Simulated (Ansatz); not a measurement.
`C[SiH2]C[SiH2]F` + H₂Te → `F[SiH2]C[TeH]` + `C[SiH3]`  (substitution at a C–Si bond)

Program: Ansatz. Geometries: PBE0-D4/def2-TZVP. ΔE: electronic, gas phase. CBS: MP2 limit from def2 TZ/QZ plus the TZ coupled-cluster correction, frozen cores. This one scheme is used for every species. Functionals use def2-TZVPP. B3LYP here is the variant with VWN-RPA as its local correlation; programs differ in this. def2 core potentials past Kr. For Te outer-core shells are correlated without core-valence functions, which leaves a few kJ/mol of doubt a bond. One conformer a species, not always the lowest.

Task: Is it downhill or uphill in electronic energy at CCSD(T)/CBS, and by how much? (An estimate is asked.)

Result: Ansatz gave: Uphill: ΔE = +36.8 kJ/mol.

Task: What do these levels give: PBE-D4, r2SCAN-D4, B3LYP-D4, r2SCAN, B3LYP, MP2/def2-TZVPP, CCSD/def2-TZVPP, CCSD(T)/def2-TZVPP, HF/def2-QZVPP, MP2/def2-QZVPP, HF/CBS(def2), MP2/CBS(def2)? (An estimate is asked.)

Result: Ansatz gave: PBE-D4 40.4, r2SCAN-D4 44.7, B3LYP-D4 39.5, r2SCAN 44.2, B3LYP 40.5, MP2/def2-TZVPP 37.6, CCSD/def2-TZVPP 42.6, CCSD(T)/def2-TZVPP 40.8, HF/def2-QZVPP 43.7, MP2/def2-QZVPP 35.2, HF/CBS(def2) 43.6, MP2/CBS(def2) 33.6 kJ/mol.

Largest T1 diagnostic among the species: 0.011.

In def2-TZVPP, CCSD(T) changes the Hartree–Fock value by −3.2 kJ/mol (the triples alone add −1.7 kJ/mol) and MP2 by −6.4 kJ/mol. From PBE to PBE0 (25 % exact exchange), in def2-TZVPP and without D4, ΔE moves by +3.3 kJ/mol.
